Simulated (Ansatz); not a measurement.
Ansatz results at the PBE0-D4/def2-TZVP geometry: HOMO–LUMO gap (PBE/def2-TZVPP) 4.81 eV; LUMO energy (B3LYP/def2-TZVPP) -0.56 eV; HOMO energy (PBE0/def2-TZVPP) -7.58 eV.

Each molecule was computed in one conformer, which needn't be the lowest.

Q: Which molecule gave them?
A. `O[CH]1[S][Al]1[OH]`
B. `N=C(O)[SiH](N)O`
C. `O[BH][GeH2][CH2]O`
D. `F[SiH]1[SiH2][Se]1`

A: B. The others give `F[SiH]1[SiH2][Se]1`: 4.73, -0.93, -7.38; `O[CH]1[S][Al]1[OH]`: 3.62, -1.47, -6.81; `O[BH][GeH2][CH2]O`: 3.60, -1.24, -6.97.

B3LYP here is the variant with VWN-RPA as its local correlation; programs differ in this.
